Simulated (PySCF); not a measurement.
SMILES [SiH2](Cc1ccco1)O[SiH3] (C5H10O2Si2) (GFN2-xTB optimised geometry):

```
19

Si    -2.540     1.036     2.710
O     -2.414    -0.577     2.543
Si    -1.989    -1.978     1.866
C     -1.442    -1.672     0.055
C     -0.456    -0.569     0.000
C      0.908    -0.569     0.000
C      1.307     0.792     0.000
C      0.160     1.517     0.007
O     -0.914     0.701     0.009
H     -1.192     1.579     2.866
H     -3.333     1.181     3.928
H     -3.227     1.569     1.537
H     -0.867    -2.498     2.646
H     -3.185    -2.816     1.896
H     -2.310    -1.402    -0.547
H     -1.003    -2.572    -0.371
H      1.548    -1.428    -0.010
H      2.310     1.168    -0.007
H     -0.027     2.572     0.007
```

Computed with B3LYP/def2-SVP run with PySCF.

Task: What are the frontier orbital energies and the dipole moment?

Result: HOMO-2 -8.10 eV, HOMO-1 -7.74 eV, HOMO -5.94 eV, LUMO 0.16 eV, LUMO+1 0.59 eV; dipole moment 1.04 D.

Meta-Löwdin charges at B3LYP/def2-SVP: Si1 0.79, O2 -0.81, Si3 0.91, C4 -0.43, C5 0.18, C6 -0.19, C7 -0.16, C8 0.03, O9 -0.25, H10 -0.13, H11 -0.13, H12 -0.13, H13 -0.13, H14 -0.14, H15 0.12, H16 0.12, H17 0.11, H18 0.12, H19 0.12.
